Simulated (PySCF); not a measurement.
# B (boron, neutral): UHF calculation

Configuration: [He] 2s2 3s1, 2S determinant (an excited configuration). All numbers are calculated (PySCF 2.14, the non-relativistic Hamiltonian (point nucleus), in aug-cc-pwCVDZ (5s4p2d, 27 functions)).

- Total energy: -24.343786 hartree
- One-electron energy: -31.2625 hartree
- Hartree (Coulomb) energy: 10.5010 hartree
- Exchange energy: -3.5823 hartree
- Kinetic energy: 24.39894 hartree
- ⟨S²⟩: 0.7501
- ⟨L²⟩: 0.000
- Sum of ⟨r⟩: 9.947 bohr
- Sum of ⟨r²⟩: 43.52 bohr²
- Density at the nucleus (Gaussians lack the cusp): 69.7 bohr⁻³
- Spin density at the nucleus: 0.212 bohr⁻³
- Langevin diamagnetic susceptibility: -34.5 ×10⁻⁶ cm³/mol

```csv
shell,electrons,mean orbital energy (hartree),"rms radius, mean of both spins (bohr)"
1s α,1,-7.98076,0.378
1s β,1,-7.97524,0.378
2s α,1,-0.68688,1.97
2s β,1,-0.67415,1.97
3s α,1,-0.10803,5.96
```

The outer electron is Rydberg-like, and this basis confines it to a smaller radius and binds it less than a complete one would.
